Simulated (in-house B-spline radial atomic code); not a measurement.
How numerical settings move a run on Tm⁸⁺, [Kr] 4d10 4f11 5s2 5p2. Computed with an all-electron radial atomic-structure program (B-spline basis): scalar-relativistic (X2C) B97-1, spherical fractional occupations, Fermi nucleus of rms radius 5.2256 fm.

Command:
```bash
python run_scf.py task.json out
```
Settings of the sound reference run:
```
Z                69
electrons        61
configuration    [Kr] 4d10 4f11 5s2 5p2
hamiltonian      x2c
method           b97_1
spin_polarised   False
nucleus          fermi
rms_radius       5.2256
mass_number      169
atomic_mass      168.9342
speed_of_light   137.036
knot_spacing     0.22
spline_order     8
gauss_points     12
box_radius       6.9
max_iterations   70
damping          0.5
damped_steps     3
diis_vectors     10
tolerance        1e-08
start            Thomas-Fermi
```

Time taken, with all properties: 0.39 s on 1 thread of Intel(R) Xeon(R) 6975P-C (shared host).

It converges in 10 iterations to -13548.125843 hartree, with 4f at -132.57 eV. The other runs change the listed settings, some to values that make no sense; their results aren't properties of the atom or ion. Radii are in bohr (the nuclear one in fm), a minus after a letter asks for a j subshell, and «unchanged» means within 1e-8 hartree. The run stops when the residual is below 10 × tolerance × max(1, Z/10), or a noise floor if that is larger, and the energy moves by less than 1e-8 × √|E| hartree; so very loose and very tight tolerances often act alike.

| changed settings | outcome |
| --- | --- |
| electrons = 62, configuration = [Kr] 4d10 4f11 5s2 5p2 2f1, max_iterations = 60 | stopped with error: there is no 2f shell |
| box_radius = 0.41 | converged in 7 iterations, energy +3.53e+03 hartree from the reference, 4f level +2.6e+03 eV (the program warns: 4f has a positive eigenvalue: unbound, held by the box; 3d has a positive eigenvalue: unbound, held by the box) |
| box_radius = 27.6 | converged in 10 iterations, energy -2.97e-07 hartree from the reference |
| box_radius = 0.28 | converged in 7 iterations, energy +1.12e+04 hartree from the reference, 4f level +6.3e+03 eV (the program warns: 4f has a positive eigenvalue: unbound, held by the box; 3s has a positive eigenvalue: unbound, held by the box) |
| box_radius = 13.8 | converged in 10 iterations, energy -1.10e-07 hartree from the reference |
| box_radius = 1.38 | converged in 8 iterations, energy +1.76e+01 hartree from the reference, 4f level +5.6e+01 eV (the program warns: 4f reaches the box edge; 4s reaches the box edge) |
| hamiltonian = dirac, method = hf, spin_polarised = True | stopped with error: spin polarisation is not served with the Dirac Hamiltonian |
| damping = 0.2 | converged in 11 iterations, energy unchanged, 4f level +1.9e-05 eV |
| gauss_points = 6, max_iterations = 50, damping = 0.2 | converged in 11 iterations, energy -1.51e-07 hartree from the reference, 4f level +1.9e-05 eV |
| first_knot = 0.00145, max_iterations = 60, diis_vectors = 20, start = bare nucleus | converged in 10 iterations, energy -5.16e-01 hartree from the reference, 4f level +1.2e-03 eV |
| box_radius = 2.07, max_iterations = 5, start = bare nucleus | not converged after 5 iterations, last residual 1.1e-01, last energy +1.13e+00 hartree from the reference |
| electrons = 62, configuration = [Kr] 4d10 4f11 5s2 5p2 6p-1, max_iterations = 60 | stopped with error: j subshells need the Dirac Hamiltonian and l > 0 |
| damping = 0.8 | converged in 11 iterations, energy unchanged, 4f level -7.4e-06 eV |
| gauss_points = 5, first_knot = 0.000145, max_iterations = 3 | not converged after 3 iterations, last residual 3.3e-01, last energy +1.39e+00 hartree from the reference |

Task: What happens with box_radius = 1.03?

Result: Converged in 8 iterations, energy +8.50e+01 hartree from the reference, 4f level +1.7e+02 eV (the program warns: 4f has a positive eigenvalue: unbound, held by the box; 5s has a positive eigenvalue: unbound, held by the box).

Task: What happens with box_radius = 2.07?

Result: Converged in 10 iterations, energy +1.08e+00 hartree from the reference, 4f level +7.2e+00 eV (the program warns: 4f reaches the box edge; 4s reaches the box edge).

Task: What happens with damping = 0?

Result: Converged in 12 iterations, energy unchanged, 4f level -1.6e-05 eV.

Task: What happens with box_radius = 3.45?

Result: Converged in 10 iterations, energy +2.36e-03 hartree from the reference, 4f level +4.6e-02 eV (the program warns: 4f reaches the box edge; 5s reaches the box edge).
